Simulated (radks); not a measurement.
The numbers below are computed, except where a source is named.
Neutral carbon, configuration [He] 2s2 2p2. Code: a radial shooting solver on a logarithmic mesh with Libxc functionals. Model: non-relativistic Kohn-Sham, Wu-Cohen GGA, spin-polarised, spherical densities, point nucleus; open shells are filled with parallel spins first.

Normalised radial functions P(r) = r R(r), r in bohr:

r         1s down  2s down  2p down
0.009382   0.2454   0.0540   0.0005
0.01041    0.2707   0.0595   0.0006
0.01164    0.3005   0.0661   0.0008
0.01292    0.3309   0.0727   0.0010
0.01445    0.3667   0.0806   0.0012
0.01604    0.4030   0.0886   0.0015
0.01794    0.4457   0.0979   0.0018
0.0199     0.4887   0.1073   0.0022
0.02226    0.5390   0.1183   0.0028
0.0247     0.5894   0.1293   0.0034
0.02763    0.6477   0.1421   0.0042
0.03065    0.7058   0.1547   0.0051
0.03429    0.7725   0.1692   0.0063
0.03805    0.8381   0.1834   0.0077
0.04255    0.9125   0.1994   0.0095
0.04722    0.9848   0.2149   0.0116
0.05281    1.0654   0.2320   0.0143
0.0586     1.1421   0.2481   0.0173
0.06555    1.2259   0.2654   0.0212
0.07273    1.3036   0.2811   0.0256
0.08135    1.3857   0.2972   0.0312
0.09027    1.4589   0.3108   0.0375
0.101      1.5324   0.3236   0.0455
0.112      1.5937   0.3329   0.0543
0.1253     1.6498   0.3394   0.0656
0.139      1.6902   0.3413   0.0778
0.1555     1.7187   0.3379   0.0931
0.1726     1.7289   0.3288   0.1096
0.193      1.7202   0.3115   0.1301
0.2142     1.6921   0.2875   0.1517
0.2396     1.6394   0.2523   0.1781
0.2658     1.5692   0.2102   0.2056
0.2973     1.4716   0.1543   0.2383
0.3299     1.3623   0.0925   0.2715
0.369      1.2276   0.0157   0.3101
0.4094     1.0908  -0.0642   0.3483
0.458      0.9362  -0.1579   0.3912
0.5082     0.7914  -0.2500   0.4322
0.5684     0.6402  -0.3518   0.4766
0.6307     0.5096  -0.4458   0.5173
0.7054     0.3841  -0.5426   0.5593
0.7827     0.2843  -0.6245   0.5950
0.8755     0.1965  -0.6999   0.6284
0.9714     0.1331  -0.7543   0.6532
1.087      0.0827  -0.7924   0.6712
1.206      0.0502  -0.8067   0.6787
1.349      0.0274  -0.7988   0.6763
1.496      0.0145  -0.7705   0.6639
1.674      0.0067  -0.7197   0.6399
1.857      0.0030  -0.6567   0.6082
2.077      0.0012  -0.5764   0.5648
2.305      0.0004  -0.4949   0.5176
2.578      0.0001  -0.4057   0.4617
2.861      0.0000  -0.3264   0.4079
3.2        0.0000  -0.2491   0.3500
3.55       0.0000  -0.1868   0.2976
3.971      0.0000  -0.1310   0.2436
4.406      0.0000  -0.0899   0.1967
4.928      0.0000  -0.0567   0.1513
5.469      0.0000  -0.0349   0.1147
6.117      0.0000  -0.0194   0.0820
6.787      0.0000  -0.0105   0.0578
7.592      0.0000  -0.0050   0.0380

1s down: eigenvalue -271.55 eV, 0 radial nodes, <r> = 0.271 bohr, 90 % of the charge inside 0.486 bohr. 2s down: eigenvalue -11.722 eV, 1 radial node at r = 0.377 bohr, <r> = 1.61 bohr, 90 % of the charge inside 2.59 bohr. 2p down (empty): eigenvalue -3.453 eV, 0 radial nodes, <r> = 1.94 bohr, 90 % of the charge inside 3.44 bohr.
